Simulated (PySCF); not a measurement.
Gas-phase reaction: Sb + 3 F = SbF3

Energies from PySCF (xtb for GFN2), thermal terms from the rigid-rotor harmonic-oscillator model, ideal gas at 1 bar. † marks an energy on the PBE0/def2-TZVP geometry and frequencies; other levels use their own. Open shells (unrestricted): Sb (multiplicity 4), F (multiplicity 2, electronic degeneracy 6); the rest are closed-shell singlets. GFN2 has no spin-polarisation term. Spin-orbit splitting is ignored; it lowers the true energy and changes the entropy of F. B3LYP is the form with VWN-RPA correlation. Sb: scalar-relativistic def2 core potential, no spin-orbit coupling. The harmonic model lacks anharmonicity and excited electronic states, which grow with temperature; levels with a mode under 35 cm⁻¹ are left out.

```
level               ΔE electronic, kJ  ΔH°(298 K), kJ  ΔS°(298 K), J/K  ΔG°(600 K), kJ
------------------  -----------------  --------------  ---------------  --------------
B3LYP/def2-TZVP†                -1326           -1320             -359           -1103
GFN2-xTB                        -1369           -1366             -344           -1159
HF/def2-TZVP†                    -782            -776             -359            -559
M06-2X/def2-TZVP†               -1291           -1285             -359           -1068
PBE/def2-SVP                    -1355           -1350             -355           -1135
PBE/def2-TZVP†                  -1405           -1399             -359           -1182
PBE0/def2-SVP†                  -1225           -1219             -359           -1002
PBE0/def2-TZVP                  -1299           -1293             -359           -1076
r2SCAN/def2-TZVP†               -1341           -1335             -359           -1118
ωB97M-V/def2-TZVP†              -1333           -1327             -359           -1111
ωB97X-V/def2-TZVP†              -1361           -1355             -359           -1138
```
ΔH° is lowest at PBE/def2-TZVP† and highest at HF/def2-TZVP†. No reference value is set beside these.
